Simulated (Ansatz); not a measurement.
An input meant for B₄H²⁺ (charge 2, doublet; scaled by 0.96).

```yaml
crystal:
  periodic: [false, false, false]
  atoms:
    - {symbol: B, position_ang: [-0.689879, -0.377349, 1.486761]}
    - {symbol: B, position_ang: [0.478441, -0.658572, 0.612061]}
    - {symbol: B, position_ang: [0.313170, 0.170993, -0.674155]}
    - {symbol: B, position_ang: [-0.882495, 0.437249, 0.258666]}
    - {symbol: H, position_ang: [0.780772, 0.427679, -1.683332]}
basis:
  gaussian: {orbitals: "6-31G*"}
total_charge: 2
magnetization: {spin_polarized: true, initial_magnetization: 1}
hamiltonian: {xc: {name: B97}}
kpoints: {mp_grid: {grid: [2, 2, 2]}}
output: {forces: true}
```

```sh
$ ansatz run in.yaml --threads 4 --pin off --events-out ev --progress --plain --max-ram 3916MiB
```

Shortened log:

```
Error: invalid value for `basis.gaussian`: such a run doesn't read kpoints; remove what it names
```

**Question.** Something in this input is off. What?

**Answer.** The input holds a key that doesn't belong there. The program refused the input.
